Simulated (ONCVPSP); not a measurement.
Building the ONCV potential for barium (Ba) (LDA (Perdew-Wang 92), fully relativistic).

```json
{
 "Element": "Ba",
 "Generator": "ONCVPSP 4.0.1",
 "Type": "optimised norm-conserving Vanderbilt (ONCV)",
 "Functional": "LDA (Perdew-Wang 92)",
 "Relativity": "fully relativistic",
 "Frozen core": "[Kr] 4d10",
 "Valence charge": "10",
 "Reference configuration": "5s2 5p6 6s1 (charge +1)",
 "Partial waves": "5s+6s: rc 2.55 bohr, ncon 4, nbas 7, qcut 5.5 1/bohr, 2 projectors; 5p: rc 2.40 bohr, ncon 4, nbas 8, qcut 5.6 1/bohr, 2 projectors, debl 0.3 Ha; d scattering state at 0.31 Ha: rc 2.40 bohr, ncon 3, nbas 6, qcut 4.2 1/bohr, local",
 "Local potential": "the d channel",
 "Core correction": "Teter function, fcfact 2.25, rcfact 1.7"
}
```

Open shells are filled in proportion to 2j + 1.

In the p channel the program set the typed energies aside and used -0.876, 0.250 Ha (j = l + 1/2; the other j can differ). In the d channel the program set the typed energies aside and used 0.050 Ha (j = l + 1/2; the other j can differ).

All-electron outer shells of the reference configuration (LDA (PZ), scalar-relativistic, ld1.x):

```json
{"shell": "5s", "level (eV)": "-39.54", "outermost node (bohr)": "0.80", "outermost maximum (bohr)": "1.47"}
{"shell": "5p", "level (eV)": "-24.49", "outermost node (bohr)": "0.86", "outermost maximum (bohr)": "1.67"}
{"shell": "6s", "level (eV)": "-7.82", "outermost node (bohr)": "1.95", "outermost maximum (bohr)": "3.81"}
```

Results:

* Cutoffs needed: 9.9 Ha and 12 Ha (the cutoffs (Ha) at which the residual kinetic energy of the hardest occupied pseudo-wave falls to 1 and 0.1 mHa per electron)
* Ghost test: no bound ghost flagged; no localised positive-energy state flagged
* Largest excitation error: -1.2 meV (all-electron minus pseudo) for 5s2 5p6 6s0, out of 4 test configurations
* rms error of d²Exc/dni dnj: 7.55 mHa without and 2.67 mHa with the model core

Generation and tests took about 6.5 s on one core of a shared server CPU.
